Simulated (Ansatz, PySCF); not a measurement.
The same groups moved round the core (azulene hydroxy+boryl). Isolated molecules, 0 K electronic values unless said otherwise. One relaxed conformer stands for each flexible species; it need not be the lowest. Strings in code marks are SMILES.

Quantity: electronic energy of isomers of C10H9BO relative to `Bc1c(O)cc2cccccc1-2`, in eV. The restricted reference of `Bc1c(O)cc2cccccc1-2`, `Bc1c(O)cccc2cccc1-2`, `Bc1cc2cccc-2ccc1O` and `Bc1ccc2cc(O)cccc1-2` is unstable towards unrestricted orbitals.

Level 1: B3LYP/3-21G // PBE0-D3(BJ)/def2-SVP (PySCF)
Level 2: B3LYP/6-31G* // PBE0-D3(BJ)/def2-SVP (PySCF)
Level 3: HF/6-31G* // PBE0-D3(BJ)/def2-SVP (PySCF)
Level 4: HF/cc-pVDZ // PBE0-D3(BJ)/def2-SVP (Ansatz, a program for electronic structure)

```csv
species,level 1,level 2,level 3,level 4
`Bc1cc2cccc-2ccc1O`,0.377,(withheld),0.358,(withheld)
`Bc1ccc2cc(O)cccc1-2`,0.373,(withheld),0.309,0.316
`Bc1c(O)cccc2cccc1-2`,0.87,0.98,0.95,0.95
```

Task: Complete the blanks.

Result: 
- `Bc1cc2cccc-2ccc1O`, level 2: 0.322
- `Bc1cc2cccc-2ccc1O`, level 4: 0.330
- `Bc1ccc2cc(O)cccc1-2`, level 2: 0.318
